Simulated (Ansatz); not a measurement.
Program: Ansatz. Geometries: PBE0-D4/def2-TZVP. ΔE: electronic, gas phase. CCSD(T)/CBS adds triple-zeta CCSD(T) − MP2 to the extrapolated MP2 energy (def2 sets, frozen cores). This one scheme is used for every species. DFT in def2-TZVPP. B3LYP here is the variant with VWN-RPA as its local correlation; programs differ in this. Each species was taken in one conformer, which may not be the lowest.

`CCBN[SiH3]` + CH₄ → `CBN[SiH3]` + `CC`  (formal exchange of groups at a B–C bond)

`CCBN[SiH3]`:

```xyz
15

C    -0.438    0.006   -2.480
C     0.357    0.623   -1.330
B     0.302   -0.220   -0.006
N     0.041    0.354    1.250
Si   -0.021   -0.466    2.784
H    -0.329    0.578   -3.404
H    -0.109   -1.017   -2.680
H    -1.506   -0.039   -2.247
H     0.040    1.661   -1.165
H     1.414    0.680   -1.626
H     0.495   -1.408   -0.039
H    -0.125    1.352    1.261
H     1.003    0.079    3.715
H     0.228   -1.905    2.542
H    -1.352   -0.277    3.424
```

CH₄:

Z-matrix (Å, degrees):
```
C
H 1 1.090
H 1 1.090 2 109.5
H 1 1.090 2 109.5 3 -120.0
H 1 1.090 2 109.5 3 120.0
```

`CBN[SiH3]`:

Z-matrix (Å, degrees):
```
C
B 1 1.567
H 1 1.096 2 109.8
H 1 1.094 2 115.7 3 -122.1
H 1 1.095 2 109.9 3 115.5
N 2 1.407 1 122.4 3 121.5
H 2 1.203 1 120.0 3 -58.4
Si 6 1.744 2 127.3 1 0.0
H 6 1.009 2 116.8 1 -179.9
H 8 1.486 6 111.6 2 -60.8
H 8 1.486 6 111.5 2 60.4
H 8 1.486 6 107.1 2 179.8
```

`CC`:

Cartesian coordinates in Å:
```
C 0.326 0.666 0.165
C -0.326 -0.666 -0.165
H 1.415 0.588 0.165
H 0.052 1.435 -0.561
H 0.022 1.024 1.152
H -1.415 -0.588 -0.165
H -0.052 -1.435 0.561
H -0.022 -1.024 -1.152
```

Q: Is it downhill or uphill in electronic energy at CCSD(T)/CBS, and by how much? (An estimate is asked.)

A: The calculation gave: Nearly level: ΔE = -0.1 kJ/mol.

Q: What do these levels give: PBE0-D4, B3LYP-D4, PBE0, HF/def2-TZVPP, CCSD/def2-TZVPP, MP2/CBS(def2)? (Estimate.)

A: Computed: PBE0-D4 -1.6, B3LYP-D4 -1.2, PBE0 -2.3, HF/def2-TZVPP -3.1, CCSD/def2-TZVPP -0.5, MP2/CBS(def2) 0.2 kJ/mol.

Largest T1 diagnostic among the species: 0.012.

In def2-TZVPP, CCSD(T) changes the Hartree–Fock value by +3.3 kJ/mol (the triples alone add +0.8 kJ/mol) and MP2 by +3.6 kJ/mol.
